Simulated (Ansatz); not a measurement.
Compare A (`O[Si]1([O][AlH2])CN1`) with its isomer B (`N[SiH]1C[O][Al]1[OH]`).

Calculated with Ansatz (gas phase, PBE0-D4/def2-TZVP geometries, no zero-point term in ΔE). CBS: MP2 limit from def2 TZ/QZ plus the TZ coupled-cluster correction, frozen cores. DFT in def2-TZVPP. B3LYP here is the variant with VWN-RPA as its local correlation; programs differ in this. Each species was taken in one conformer, which may not be the lowest.

(1) Which isomer does CCSD(T)/CBS put lower? Give the gap. (An estimate is asked.)

(2) Give E(B) − E(A) in kcal/mol with B3LYP, r2SCAN-D4, B2PLYP, PBE-D4, ωB97M-V, CCSD(T)/def2-TZVPP, PBE0-D4. (Best estimate.)

Largest T1 diagnostic: 0.014.

Results:

(1) The calculation gave: A, by 8.3 kcal/mol.

(2) Ansatz gave: B3LYP 6.8, r2SCAN-D4 6.6, B2PLYP 8.0, PBE-D4 0.7, ωB97M-V 8.9, CCSD(T)/def2-TZVPP 8.3, PBE0-D4 3.8. None reverses the order clearly.

In def2-TZVPP, CCSD(T) changes the Hartree–Fock value by −8.1 kcal/mol (the triples alone add −1.3 kcal/mol) and MP2 by −6.8 kcal/mol. From PBE to PBE0 (25 % exact exchange), in def2-TZVPP and without D4, E(B) − E(A) moves by +3.2 kcal/mol.
